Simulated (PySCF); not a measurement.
# Al⁺ (aluminium, charge +1) across methods

[Ne] 3p2, high-spin 3P determinant (an excited configuration). Computed with PySCF 2.14 in dyall-av3z, with no relativity, point nucleus.

```csv
method,E (hartree),mean ε 2p α (eV),mean ε 2p β (eV),mean ε 3p α (eV),Σ⟨r²⟩ (bohr²),⟨S²⟩
revPBE,-241.7224,-81.091,-80.832,-11.073,21.35,2.000
r2SCAN0,-241.7249,-87.309,-86.950,-11.877,21.57,2.000
PBE,-241.6317,-81.132,-80.852,-11.074,21.32,2.000
LDA,-240.7112,-81.230,-80.937,-11.026,21.30,2.000
r2SCAN,-241.7385,-82.952,-82.668,-11.195,21.43,2.000
MN15,-241.7552,-86.496,-86.257,-11.884,21.47,2.000
PBE0,-241.6443,-86.025,-85.669,-11.825,21.49,2.000
UHF,-241.28426,-99.541,-98.948,-13.616,22.42,2.000
PBEsol,-241.1489,-81.011,-80.736,-11.007,21.33,2.000
```
